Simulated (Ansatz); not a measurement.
This geometry of ClGeH3 (5 atoms, charge 0, multiplicity 1) is a first-order saddle point.

All numbers below come from RKS B3LYP-D4/def2-SVP in Ansatz 0.2.0.

```xyz
5
Properties=species:S:1:pos:R:3
Ge 0.203 0.000 -0.490
Cl 1.258 0.000 1.901
H 1.668 0.000 0.364
H -0.749 1.225 -0.310
H -0.749 -1.225 -0.310
```

(1) Which two structures does it join? (They come from a converged band through this point; their orientation in space is the band's.)

(2) How far does it lie above each of them?

## Answers

(1) Bonds broken: Ge1–Cl2, Ge1–H3. Bonds formed: Cl2–H3. ClGeH3 becomes ClH + GeH2.

Image 0:

```xyz
5
Properties=species:S:1:pos:R:3
Ge 0.298 0.000 0.074
Cl 0.694 0.000 2.219
H 1.654 0.000 -0.650
H -0.508 1.270 -0.244
H -0.508 -1.270 -0.244
```

Image 8:

```xyz
5
Properties=species:S:1:pos:R:3
Ge -0.236 0.000 -0.837
Cl 1.437 0.000 1.410
H 2.543 0.000 0.739
H -1.056 1.146 -0.079
H -1.056 -1.146 -0.079
```

(2) 224.6 kJ/mol above the first and 33.4 kJ/mol above the second. This is the barrier of this one path; another mechanism may lie lower. The orbitals stay closed-shell, which can raise the energy where a bond breaks towards radicals; this wasn't checked here.

Time of the run: 2.2 min on 1 thread of Arm Neoverse V1 (shared host), peak memory 0.13 GiB.
